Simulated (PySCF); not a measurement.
## Distorted geometries of [Er(H2O)3]3+

[Er(H2O)3]3+ (singlet in the valence; each metal's 4f electrons, 11 of them, lie in its core potential, out of spins and levels). PySCF 2.14.0, RKS TPSS, Er lcecp-1-SVP with ECP57, O def2-SVP, H def2-SVP; non-relativistic Hamiltonian with scalar-relativistic core potentials where named; density fitting; no spin-orbit coupling. Relaxed geometry:

```xyz
10

Er    0.0000    0.0000    0.0000
O     2.2288    0.0000    0.0000
H     2.8512    0.7552    0.2002
H     2.8512   -0.7552   -0.2002
O    -1.1144    1.9302    0.0000
H    -2.0796    2.0916    0.2002
H    -0.7716    2.8468   -0.2002
O    -1.1144   -1.9302    0.0000
H    -0.7716   -2.8468    0.2002
H    -2.0796   -2.0916   -0.2002
```

Problem. Order these distorted geometries by energy above the relaxed one, lowest first.
A.
```xyz
10

Er    0.0348   -0.0403    0.0214
O     2.3679   -0.0513    0.0452
H     2.7730    0.9030    0.1536
H     2.8509   -0.8815   -0.4060
O    -1.2259    1.8132   -0.0021
H    -2.1327    2.2449    0.0491
H    -0.6696    2.7008   -0.0666
O    -1.1347   -1.8808    0.1321
H    -0.8099   -2.8386    0.2039
H    -2.0538   -1.9695   -0.1305
```
B.
```xyz
10

Er    0.0213   -0.0083   -0.0456
O     2.2136   -0.0222   -0.0125
H     2.8236    0.7638    0.1798
H     2.8056   -0.6914   -0.1537
O    -1.1206    1.8949    0.0280
H    -2.0473    2.0522    0.1711
H    -0.7398    2.8626   -0.2318
O    -1.0980   -1.9391    0.0484
H    -0.7390   -2.8288    0.2607
H    -2.1193   -2.0837   -0.2443
```
C.
```xyz
10

Er    0.0230    0.0452    0.0133
O     2.1771    0.0167   -0.0037
H     2.8711    0.7766    0.1441
H     2.8526   -0.7660   -0.1613
O    -1.1226    1.8978    0.0076
H    -2.0859    2.0498    0.2180
H    -0.7758    2.8091   -0.2053
O    -1.0746   -1.9291    0.0042
H    -0.7804   -2.8319    0.2206
H    -2.0845   -2.0683   -0.2375
```

Solution. C (0.19 eV), B (0.52 eV), A (0.88 eV).

Problem. Which forces (eV/Å) act in the one that lies 0.52 eV up?

Solution. 
```
Er  -0.55 -0.25  0.09
O   -2.61  4.63  1.00
H   -0.35 -0.34 -0.09
H    3.47 -4.23 -0.89
O    3.23  1.74 -1.16
H   -2.26  0.43  0.43
H   -0.97 -2.06  0.67
O   -2.23  0.78 -0.98
H   -0.08 -0.70  0.13
H    2.34 -0.01  0.79
```
Forces carry noise of the integration grid, about 0.01 to 0.03 eV/Å.

No frequency check is given that shows the relaxed geometry to be a minimum. An lcecp potential fixes the number of 4f electrons, so in runs with it no electron can move into or out of that shell.
